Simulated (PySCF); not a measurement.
MoO₂ was optimised in PySCF in the def2-TZVP basis family (density fitting, no spin–orbit coupling) with several functionals.

One of them gave a triplet of C2v symmetry with a mean bond of 1.705 Å to Mo, wavenumbers 316, 933, 980 cm⁻¹.

Task: Which level of theory was it?
A. PBE0
B. B3LYP
C. BP86

Result: C. That is BP86, with Mo–O 1.705 Å (×2). The others give PBE0 1.683 Å and 1038 cm⁻¹ for the highest mode; B3LYP 1.697 Å and 1010 cm⁻¹ for the highest mode.

Open d or f shells are single determinants, so the state found may not be the ground state. Only the bonding shown was studied: isomers, or loss of a ligand pair, can lie lower.
